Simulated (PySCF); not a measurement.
An unknown is described by computed data only.

Formula: C3H8F2Si2.

| Property | Result |
| --- | --- |
| 1H NMR | chemical shifts (computed TMS as zero) by class: 5.81 (1 H), 5.19 (2 H), 4.24 (3 H), 2.06 (2 H) ppm [GIAO PBE0/pcSseg-1] |
| Dipole | 0.91 D [CAM-B3LYP/def2-SVPD] |
| Rotational structure | rotational constants A, B, C: 3.412, 0.746, 0.676 GHz [GFN2-xTB] |
| NMR, other nuclei | isotropic shieldings of nuclei other than C and H, by class: 279 (1 F), 398 (1 F), 340 (1 Si), 429 (1 Si) ppm [GIAO PBE0/pcSseg-1] |
| Triplet | lowest triplet excitation (Tamm–Dancoff): 4.10 eV [TDA CAM-B3LYP/def2-SVPD] |
| UV, first state | lowest singlet excitation: 6.40 eV (194 nm, f = 0.441) [TDDFT CAM-B3LYP/def2-SVPD] |
| 13C NMR | chemical shifts (computed TMS as zero) by class: 169.1 (1 C), 129.4 (1 C), 18.5 (1 C) ppm [GIAO PBE0/pcSseg-1] |

The electronic properties come from PySCF, for the isolated species, density fitting. Levels stand in brackets. Geometry: GFN2-xTB, one conformer, isolated molecule. Each NMR value is the plain mean over a class of atoms that symmetry, rotation or inversion makes alike.

Question: Give a SMILES that accounts for the data.

Answer: Numbering: `[F:1][SiH2:2][CH2:3]/[CH:4]=[C:5](\[F:6])[SiH3:7]`. Its formula, C3H8F2Si2, gives 1 degree of unsaturation: 0 rings and 1 π bond in the structure found. 3 carbons fall into 3 classes; from least to most shielded: vinylic C–F carbon [C5] (169.1 ppm), alkene CH carbon [C4] (129.4 ppm), sp3 carbon bound to silicon [C3] (18.5 ppm). Hydrogen classes from least to most shielded: 1 H on an alkene CH carbon, C4 (5.81 ppm), 2 H on a fluorine-bound silicon, Si2 (5.19 ppm), 3 H on an SiH3 silicon, Si7 (4.24 ppm), 2 H on an sp3 carbon bound to silicon, C3 (2.06 ppm, a mean of values up to 0.5 ppm apart in this geometry). The other shieldings belong to: 279 ppm, vinyl fluorine [F6]; 398 ppm, silicon-bound fluorine [F1]; 340 ppm, fluorine-bound silicon [Si2]; 429 ppm, SiH3 silicon [Si7]. The optimised geometry has point group C1 and is an asymmetric top. Structure: `F[SiH2]C/C=C(\F)[SiH3]`. Computed isomers that give other values at the same levels: `F[C@@H]1C[SiH2][Si@H](F)C1` (13C chemical shifts (computed TMS as zero) by class: 95.8 (1 C), 31.9 (1 C), 23.5 (1 C) ppm); `FC(F)[SiH]1C[SiH2]C1` (13C chemical shifts (computed TMS as zero) by class: 127.4 (1 C), -3.5 (2 C) ppm); `FC(F)C1[SiH2]C[SiH2]1` (13C chemical shifts (computed TMS as zero) by class: 123.4 (1 C), 26.2 (1 C), -8.6 (1 C) ppm). The assignments are read from this structure; whether some other isomer fits the data as well wasn't checked.

Conformer computed: `[F:1][SiH2:2][CH2:3]/[CH:4]=[C:5](\[F:6])[SiH3:7]`: F1–Si2–C3–C4 -60°, Si2–C3–C4–C5 -96°.
